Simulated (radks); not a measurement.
Results of a calculation; reference values are marked as such.
Question: Radial electron density D(r) = 4 pi r^2 rho(r) of an atom or ion with 36 electrons. Code: a radial shooting solver on a logarithmic mesh with Libxc functionals. Model: scalar-relativistic Kohn-Sham, PBEsol, spin-polarised, spherical densities, finite nucleus; Fermi nuclear charge, rms radius of each element as measured or else 0.836 A^(1/3) + 0.57 fm.

```
   r/bohr * D(r) (the largest magnitude, 63.6, reaches the edge; | marks zero)
 0.004042 |      *
 0.004593 |        *
 0.005263 |          *
 0.005981 |            *
 0.006853 |               *
 0.007788 |                  *
 0.008923 |                     *
  0.01014 |                         *
  0.01162 |                             *
  0.01321 |                                *
  0.01513 |                                    *
   0.0172 |                                       *
   0.0197 |                                          *
  0.02239 |                                           *
  0.02565 |                                            *
  0.02916 |                                           *
   0.0334 |                                          *
  0.03796 |                                        *
  0.04349 |                                      *
  0.04943 |                                     *
  0.05664 |                                     *
  0.06437 |                                       *
  0.07375 |                                           *
  0.08382 |                                                *
  0.09603 |                                                    *
   0.1091 |                                                      *
    0.125 |                                                     *
   0.1421 |                                                 *
   0.1628 |                                           *
   0.1851 |                                     *
    0.212 |                                 *
    0.241 |                                 *
   0.2761 |                                    *
   0.3138 |                                       *
   0.3595 |                                        *
   0.4086 |                                      *
   0.4681 |                                *
    0.532 |                        *
   0.6095 |                *
   0.6927 |           *
   0.7936 |        *
    0.902 |        *
    1.033 |       *
    1.175 |       *
    1.346 |     *
    1.529 |   *
    1.752 | *
    1.991 |*
    2.282 *
    2.593 *
    2.971 *
    3.377 *
    3.869 *
```

What is the nuclear charge?

Answer: Z = 41. The innermost maximum, from 1s, lies near gamma/Z bohr with gamma = sqrt(1 - (Z/c)^2) = 0.954, here 0.0233 bohr (found: 0.0254), and its height grows with Z. The density is that of the niobium ion Nb5+ in [Kr]; the configuration itself is not fixed sharply by these data, and Z only to a few units. D(r) has 3 maxima, at r = 0.0254, 0.112, 0.354 bohr, and minima at 0.0510, 0.226 bohr, inside which lie 2.03, 11.02 electrons.
